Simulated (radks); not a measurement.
Values are calculated unless marked as measured or tabulated.
Problem. Ionisation of the europium ion Eu53+, [Ne], to Eu54+, [He] 2s2 2p5, under several functionals. Scalar-relativistic Kohn-Sham, spin-unpolarised, spherical densities, finite nucleus; a radial shooting solver on a logarithmic mesh with Libxc functionals. Known Delta-SCF values: RPBE 11100.6 eV; PW91 11102.0 eV; SOGGA 11097.6 eV. What does exchange-only LDA give, and what is its highest occupied eigenvalue?

Solution. 11091.9 eV by Delta-SCF; the 2p eigenvalue is -10953.8 eV. NIST: 10880 eV (theoretical).

Beside tabulated values, note that spin-unpolarised runs miss the spin-polarisation part of the exchange energy of open shells.
